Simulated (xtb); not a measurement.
Si(CCH)(H)3 (C2H4Si), SMILES C#C[SiH3]. All values are semi-empirical tight-binding results from xtb (GFN2-xTB unless named), good for trends rather than for accurate numbers. Coordinates come from a GFN2-xTB optimisation.

Optimised geometry:

```xyz
7

Si     0.0000     0.0000    -1.0711
C      0.0000     0.0000     0.7774
C      0.0000     0.0000     1.9797
H      1.2059     0.6963    -1.5267
H      0.0000    -1.3925    -1.5267
H     -1.2059     0.6963    -1.5267
H      0.0000     0.0000     3.0322
```

Problem. Estimate the properties. (Estimate from the structure and the level; the computed values follow.)

Solution. 
| Quantity | Result |
|---|---|
| point group as xtb finds it | C3v |
| orbital gap | 5.53 eV |
| dipole moment | 0.12 D |
| zero-point energy | 26.0 kcal/mol |
| G − E(el) at 298.15 K (modified RRHO) | 10.3 kcal/mol |
| static polarisability (D4 model) | 51.4 bohr³ |
| solvation energy, GFN2-xTB/ALPB(water) | 0.2 kcal/mol |
| solvation energy, GFN2-xTB/ALPB(toluene) | -1.5 kcal/mol |

Computed atomic charges and the Wiberg bond orders between heavy atoms:
charges (e) Si1 0.45, C2 -0.13, C3 -0.08, H4 -0.11, H5 -0.11, H6 -0.11, H7 0.07. Bond orders Si1–C2 0.94, C2–C3 2.92.
